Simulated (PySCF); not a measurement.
SMILES C[SiH](C)CC[Si](F)(F)F (C4H11F3Si2) at its GFN2-xTB optimised geometry (Å):

```
20

Si     0.5388    -0.1081     0.0000
F      0.1554    -0.5906     1.4645
F      2.1290    -0.1081     0.0000
F      0.1578     1.4349     0.0000
C     -0.2744    -1.0934    -1.3723
C     -1.8098    -1.0554    -1.2989
Si    -2.6432    -2.0684    -2.6903
C     -4.5276    -1.9499    -2.4786
C     -2.1252    -1.3684    -4.3828
H      0.0425    -0.7102    -2.3442
H      0.0553    -2.1337    -1.3357
H     -2.1290    -1.4349    -0.3278
H     -2.1420    -0.0173    -1.3434
H     -2.2012    -3.4718    -2.5785
H     -5.0426    -2.5217    -3.2439
H     -4.8738    -0.9228    -2.5494
H     -4.8432    -2.3357    -1.5143
H     -2.3372    -0.3050    -4.4564
H     -2.6582    -1.8632    -5.1889
H     -1.0636    -1.5053    -4.5659
```

Level of theory: CAM-B3LYP/def2-SVP (PySCF). Cells within 0.4 Å of a nucleus heavier than hydrogen are left out (blank, or x).

Map of the log10 of the electron density (e/bohr³), floored at −4 on the plane z = 0.0 Å:

```
|0000000000000000000000000000000|
|0000000000000000000000000000000|
|0000000000000000000000000000000|
|0000000000000000000000000000000|
|0000000000000000000000000000000|
|0000000000000122221000000000000|
|0000000000002344443200000000000|
|0000000000023456655320000000000|
|0000000000134678876531000000000|
|000000000024578xx97542100000000|
|000000000024679xx97643322000000|
|000000000124579xx97654443210000|
|0000001112245689987666665421000|
|0000011222235677777677876542000|
|0000112333334567998789998642000|
|0000123333344568xxx78xxx8653100|
|0001233444445568xx978xxx8653000|
|0001234555545567887778997642000|
|0001345666555566666667776531000|
|0012345677654556665555555420000|
|1112346777654455554444443200000|
|1112345666544444443322221000000|
|1111234555443333333211000000000|
|1111223444332233322110000000000|
|1100112232221222221000000000000|
|1000001111111111110000000000000|
|0000000000000000000000000000000|
|0000000000000000000000000000000|
|0000000000000000000000000000000|
|0000000000000000000000000000000|
|0000000000000000000000000000000|
```
Scale: ten equal steps from -4.00 (start of '0') to -0.068 (end of '9'), in the order '0123456789'; x runs from -4.50 to 4.50, y from -4.50 (bottom) to 4.50 (top).
